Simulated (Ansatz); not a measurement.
`F[SiH2][BH][SnH3]`, charge 0, multiplicity 1.

(1) Give a relaxed structure at PBE0-D4/def2-TZVP (Ansatz). (Estimate.)

Results:

(1) The calculation gave: 
Z-matrix (Å, degrees):
```
Si
B 1 1.993
F 1 1.608 2 112.3
H 1 1.490 2 110.4 3 119.6
H 1 1.490 2 110.4 3 -119.6
Sn 2 2.247 1 123.2 3 -0.1
H 2 1.197 1 117.6 3 179.9
H 6 1.709 2 113.6 1 -179.1
H 6 1.709 2 109.7 1 59.9
H 6 1.709 2 109.9 1 -58.0
```
Point group Cs.
This is one stationary point; other conformers may exist.
